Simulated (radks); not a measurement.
Fe20+, configuration [He] 2s1 2p2 3d1 (not the ground configuration).

Method: scalar-relativistic Kohn-Sham, Wu-Cohen GGA, spin-polarised, spherical densities, finite nucleus; open shells are filled with parallel spins first; Fermi nuclear charge, rms radius 3.7377 fm; computed with a radial shooting solver on a logarithmic mesh with Libxc functionals.

Energy parts (hartree):
total: -901.39631
kinetic: 915.21793
electron-nucleus: -1887.27636
Hartree: 96.99171
exchange-correlation: -26.32960

Orbitals (lengths in bohr, moments of r in powers of bohr; r(max) is where P^2 peaks):
| orbital | occ. | eigenvalue (hartree) | r(max) | <r^2> |
|---|---|---|---|---|
| 1s up | 1 | -300.1843 | 0.03821 | 0.004549 |
| 1s down | 1 | -299.4761 | 0.03819 | 0.004530 |
| 2s up | 1 | -64.60363 | 0.2113 | 0.07089 |
| 2p up | 2 | -61.69757 | 0.1673 | 0.05413 |
| 3d up | 1 | -24.51273 | 0.4074 | 0.2636 |

The highest occupied level is 3d up at -667.03 eV. Summed over all electrons, <r^2> = 0.4518 bohr^2, which gives a Langevin (diamagnetic) susceptibility term of -0.358 x 10^-6 cm^3/mol. The electron density at the nucleus is 1.459e+04 e/bohr^3 (large components only). The density falls to 0.001 e/bohr^3 at r = 1.19 bohr. The spin density at the nucleus is 754.6 e/bohr^3 (1s -14.2, 2s 768.8). Spin moment in Bohr magnetons: 4.

Run on one thread of a shared host, so times are rough (Arm Neoverse N1): 0.11 s of CPU time, 0.11 s wall, 16 iterations on 2189 mesh points.
